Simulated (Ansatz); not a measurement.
Calculated with Ansatz (gas phase, PBE0-D4/def2-TZVP geometries, no zero-point term in ΔE). CCSD(T)/CBS adds triple-zeta CCSD(T) − MP2 to the extrapolated MP2 energy (def2 sets, frozen cores). This one scheme is used for every species. Functionals use def2-TZVPP. B3LYP here is the variant with VWN-RPA as its local correlation; programs differ in this. One conformer a species, not always the lowest.

`[SiH3][BH][AlH][SiH3]` + `[NH2][AlH][OH]` → `[OH][AlH][NH][SiH3]` + `[BH2][AlH][SiH3]`  (cleavage of the Si–B bond)

`[SiH3][BH][AlH][SiH3]`:

Cartesian coordinates in Å:
```
Si -2.518 -0.163 -0.043
B -0.829 -1.247 0.017
Al 0.982 -0.608 -0.825
Si 2.431 0.950 0.420
H -2.555 0.872 -1.114
H -3.758 -0.981 -0.148
H -2.546 0.557 1.269
H -0.903 -2.249 0.674
H 1.420 -1.041 -2.295
H 1.961 1.198 1.813
H 2.485 2.272 -0.272
H 3.830 0.440 0.505
```

`[NH2][AlH][OH]`:

Cartesian coordinates in Å:
```
N -0.033 1.053 0.822
Al -0.252 -0.442 -0.082
O 0.824 -0.726 -1.364
H 0.675 1.743 0.636
H -0.604 1.334 1.601
H -1.399 -1.457 0.300
H 0.788 -1.506 -1.913
```

`[OH][AlH][NH][SiH3]`:

Cartesian coordinates in Å:
```
O 2.112 -0.724 0.211
Al 0.779 -0.456 1.220
N -0.703 0.155 0.456
Si -1.047 0.539 -1.192
H 2.953 -1.052 0.521
H 0.821 -0.726 2.774
H -1.479 0.305 1.089
H 0.174 0.272 -1.990
H -1.438 1.968 -1.359
H -2.171 -0.281 -1.729
```

`[BH2][AlH][SiH3]`:

Cartesian coordinates in Å:
```
B 0.609 1.973 -0.832
Al -0.194 0.026 -0.937
Si -0.305 -1.399 1.073
H -0.055 2.932 -0.550
H 1.773 2.207 -1.011
H -0.774 -0.573 -2.297
H -1.721 -1.518 1.533
H 0.483 -0.865 2.220
H 0.184 -2.782 0.801
```

| species | B3LYP energy (Eh) |
| --- | --- |
| `[SiH3][BH][AlH][SiH3]` | -851.11404 |
| `[NH2][AlH][OH]` | -375.00227 |
| `[OH][AlH][NH][SiH3]` | -665.74696 |
| `[BH2][AlH][SiH3]` | -560.38987 |

(1) Work out ΔE.

Largest T1 diagnostic among the species: 0.014.

Results:

(1) ΔE = (-665.74696) + (-560.38987) − (-851.11404) − (-375.00227) = -0.02052 Eh = -53.9 kJ/mol. CCSD(T)/CBS gives -56.2 kJ/mol.

From PBE to PBE0 (25 % exact exchange), in def2-TZVPP and without D4, ΔE moves by −7.7 kJ/mol. In def2-TZVPP, CCSD(T) changes the Hartree–Fock value by +16.9 kJ/mol (the triples alone add +2.0 kJ/mol) and MP2 by +9.4 kJ/mol.
